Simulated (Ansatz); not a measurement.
`[SiH2]1[SiH2][GeH2][GeH2][SiH2]1`, relaxed with RKS PBE0-D4/def2-TZVP in Ansatz from a GFN2-xTB geometry. The force threshold is 0.005 eV/Å; the program also tests the step.

The species carries charge 0 and has multiplicity 1.

Start:

```xyz
15

Si    0.755   -0.584   -1.738
Si   -1.189    0.701   -1.498
Ge   -1.287    1.284    0.789
Ge    0.339   -0.062    1.951
Si    1.423   -1.417    0.348
H     1.830    0.248   -2.305
H     0.580   -1.660   -2.724
H    -1.229    1.900   -2.341
H    -2.392   -0.066   -1.843
H    -2.663    1.144    1.406
H    -1.028    2.756    1.039
H    -0.303   -0.839    3.082
H     1.291    0.818    2.735
H     2.873   -1.412    0.562
H     0.999   -2.809    0.538
```

| step | energy (eV) | largest force (eV/Å) | largest move (Å) |
| --- | --- | --- | --- |
| 1 | -136809.7602 | 0.502 | 0.000 |
| 2 | -136809.8981 | 0.199 | 0.116 |
| 3 | -136809.9175 | 0.059 | 0.059 |
| 4 | -136809.9328 | 0.017 | 0.166 |
| 5 | -136809.9443 | 0.183 | 0.195 |
| 6 | -136809.9491 | 0.175 | 0.074 |
| 7 | -136809.9554 | 0.147 | 0.162 |
| 8 | -136809.9586 | 0.134 | 0.071 |
| 9 | -136809.9624 | 0.015 | 0.025 |
| 10 | -136809.9627 | 0.002 | 0.016 |
| 11 | -136809.9628 | 0.005 | 0.014 |
| 12 | -136809.9628 | 0.004 | 0.006 |

End:

```xyz
15

Si    0.901   -0.371   -1.702
Si   -1.257    0.501   -1.446
Ge   -1.251    1.357    0.785
Ge    0.391   -0.012    1.967
Si    1.238   -1.515    0.313
H     1.869    0.760   -1.782
H     1.061   -1.227   -2.909
H    -1.611    1.532   -2.460
H    -2.242   -0.612   -1.532
H    -2.639    1.278    1.443
H    -0.797    2.828    0.793
H    -0.243   -0.758    3.154
H     1.519    0.885    2.510
H     2.656   -1.897    0.553
H     0.404   -2.750    0.313
```

It took 70 s on 3 threads of an AMD EPYC 7R13 on a shared host and a share of an NVIDIA H100 80 GB, with 1.1 GiB of host memory at the peak.
